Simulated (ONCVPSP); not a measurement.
## Potentials for copper compared

Generated with ld1.x 7.5 (TM, RRKJ, ultrasoft, PAW), atompaw 4.2 or ONCVPSP 4.0.1. The cutoff is in Ry: for ld1.x and atompaw files where the sum of valence levels is converged to 10 mRy in a Bessel basis, for ONCV files where the hardest occupied wave has 1 mHa per electron of residual kinetic energy. The error is the largest all-electron minus pseudo excitation energy over each file’s own four to seven test configurations (ionisations up to +4, promotions, holes and added fractions of an electron), all of which were solved. The labels leave out finer settings (local radius, basis sizes, second energies), which also bear on the numbers. Spin-polarised tests are not counted. The rows are a selection from randomly drawn settings: files with unsolved tests, undetermined cutoffs or missed reference levels are left out.

A true bound ghost makes a file unfit for plane-wave use even where its test errors are small: the radial tests pick states by their node count and pass the ghost by.

| potential | cutoff (Ry) | largest error (meV) | bound ghosts |
| --- | --- | --- | --- |
| ONCV, LDA (Perdew-Wang 92), scalar-relativistic, rc 1.00/1.20/0.95/1.10 (spdf), local smoothed, core correction yes, reference 3s2 3p6 3d9, qcut 15.8/9.5/16.9/8.8, projectors 2/3/2/1 | 217 | -21 | none |
| ONCV, PBE, scalar-relativistic, rc 1.15/0.80/1.40 (spd), local smoothed, core correction yes, reference 3s2 3p6 3d9, qcut 8/9.2/9.1, projectors 2/3/2 | 87 | -631 | none |
| ONCV, PBE, fully relativistic, rc 0.65/1.20/1.35 (spd), local smoothed, core correction no, reference 3s2 3p6 3d10, qcut 9.1/9.5/11.5, projectors 3/2/2 | 751 | +106 | s |
| ONCV, PBEsol, scalar-relativistic, rc 1.05/0.85/0.85 (spd), local smoothed, core correction no, reference 3s2 3p6 3d9 4s2, qcut 14.4/12.6/14.6, projectors 2/3/2 | 203 | +7.8 | none |
| ONCV, PBE, scalar-relativistic, rc 1.00/1.05/1.30 (spd), local smoothed, core correction yes, reference 3s2 3p6 3d9 4s2, qcut 12.3/10.4/10.2, projectors 2/2/2 | 128 | +43 | none |

Task: Fill in the row for Cu: ONCV, PBE, scalar-relativistic, rc 2.00/1.60/0.80 (spd), local smoothed, core correction no, reference 3d10 4s0.5, qcut 2.9/5.2/13.5, projectors 2/1/2.

Result: cutoff 576 Ry, largest error -115 meV, bound ghosts: s, p.
